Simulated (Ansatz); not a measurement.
Consider the formal exchange of groups at a C–C bond: `C/C=[CH]/[AlH2]` + `C=O` → `O=C/C=[CH]/[AlH2]` + CH₄.

Calculated with Ansatz (gas phase, PBE0-D4/def2-TZVP geometries, no zero-point term in ΔE). CCSD(T)/CBS is the MP2 limit (def2-TZVPP, def2-QZVPP) plus CCSD(T) − MP2 in def2-TZVPP, frozen cores. This one scheme is used for every species. Double bonds are as drawn, so ΔE can hold a change between cis and trans. DFT in def2-TZVPP. HSE06 is defined as in plane-wave codes. One conformer a species, not always the lowest.

`C/C=[CH]/[AlH2]`:

Z-matrix (Å, degrees):
```
C
C 1 1.490
H 1 1.095 2 110.7
H 1 1.095 2 110.7 3 -117.6
H 1 1.091 2 111.6 3 121.2
C 2 1.340 1 126.3 3 -121.4
H 2 1.092 1 114.8 3 58.6
Al 6 1.929 2 119.8 1 -179.9
H 6 1.092 2 116.3 1 0.0
H 8 1.590 6 117.1 2 -0.2
H 8 1.589 6 122.2 2 179.8
```

`C=O`:

Cartesian coordinates in Å:
```
C -0.003 -0.002 -0.003
O 0.809 0.462 0.742
H -0.996 -0.348 0.350
H 0.190 -0.112 -1.089
```

`O=C/C=[CH]/[AlH2]`:

Cartesian coordinates in Å:
```
O -1.035 -0.222 -2.514
C -0.435 0.642 -1.928
C 0.036 0.525 -0.524
C -0.170 -0.571 0.218
Al 0.473 -0.664 2.055
H -0.200 1.603 -2.431
H 0.565 1.393 -0.132
H -0.712 -1.371 -0.290
H 0.238 -1.950 2.948
H 1.239 0.615 2.597
```

CH₄:

```xyz
5

C     0.000    0.000    0.000
H    -0.300   -0.851    0.611
H     0.663   -0.340   -0.796
H     0.522    0.727    0.622
H    -0.884    0.464   -0.437
```

```
level  ΔE (eV)
HSE06    -0.40
BHLYP    -0.40
```

Problem. What does CCSD(T)/CBS give? (Best estimate.)

Solution. The calculation gave: -0.39 eV. The listed levels differ from it by -0.01, -0.01 eV.

Largest T1 diagnostic among the species: 0.015.

Leaving LDA and LC-ωPBE aside and taking each functional with its dispersion term where it has one, the values, not all of them listed here, spread over 0.07 eV, from r2SCAN-D4 to ωB97X-V. From BLYP to BHLYP (50 % exact exchange), in def2-TZVPP and without D4, ΔE moves by +0.05 eV. In def2-TZVPP, CCSD(T) changes the Hartree–Fock value by −0.05 eV (the triples alone add −0.03 eV) and MP2 by −0.06 eV.
